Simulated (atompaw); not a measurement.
## Before and after: PAW (atompaw) potential for zirconium (Zr)

```json
{"Element": "Zr (Z = 40)", "Generator": "atompaw 4.2.0.5", "Type": "PAW", "Functional": "PBE", "Relativity": "scalar-relativistic", "Frozen core": "[Ar] 3d10", "Valence charge": "12", "Reference configuration": "4s2 4p6 4d2 5s1.5 5p0.5", "Partial waves": "4s (bound): rc 1.50 bohr; 5s (bound): rc 2.20 bohr; 4p (bound): rc 2.00 bohr; 5p (bound): rc 2.20 bohr; 4d (bound): rc 2.20 bohr; 4d channel at 2.65 Ry: rc 2.20 bohr", "Local potential": "ultrasoft scheme with l = 3 at 1 Ry, radius 1.80 bohr", "Core correction": "smooth core density matched at 2.20 bohr", "Augmentation charge": "besselshape compensation charge, radius 1.90 bohr; PAW radius 2.20 bohr; waves and projectors: custom polynom2 7 10 vanderbiltortho"}
```

Change: wave 4p (bound): rc 2.00 bohr becomes 4p (bound): rc 1.34 bohr.

Cutoffs: the cutoffs (Ry, on a coarse ladder) from which the occupation-weighted sum of valence levels, in a spherical-Bessel basis at the reference potential, stays within 10 and 1 mRy of its value at 400 Ry; they do not see the model core or the augmentation charge, which bear on the density cutoff.

Problem. What does the change do?

Solution. The potential gets harder (21 Ry and 25 Ry → 25 Ry and 45 Ry); neither file shows a bound ghost.

```csv
quantity,base,changed
"cutoff, loose",21 Ry,25 Ry
"cutoff, tight",25 Ry,45 Ry
loose cutoff by channel (10 mRy a level),"s 12 Ry, p 15 Ry, d 15 Ry","s 12 Ry, p 18 Ry, d 15 Ry"
bound ghosts,none,none
s: phases at 2.21 bohr within 0.05 rad from the reference energy up to (Ry; the scan ends near 5),1.0,1.0
p: phases at 2.21 bohr within 0.05 rad from the reference energy up to (Ry; the scan ends near 5),1.7,1.6
d: phases at 2.21 bohr within 0.05 rad from the reference energy up to (Ry; the scan ends near 5),to the end of the scan,to the end of the scan
lowest overlap eigenvalue by channel,"s 0.62, p 0.67, d 0.90","s 0.62, p 0.57, d 0.90"
```

 The cutoffs see the waves, projectors and local potential, not the compensation charge or the core.
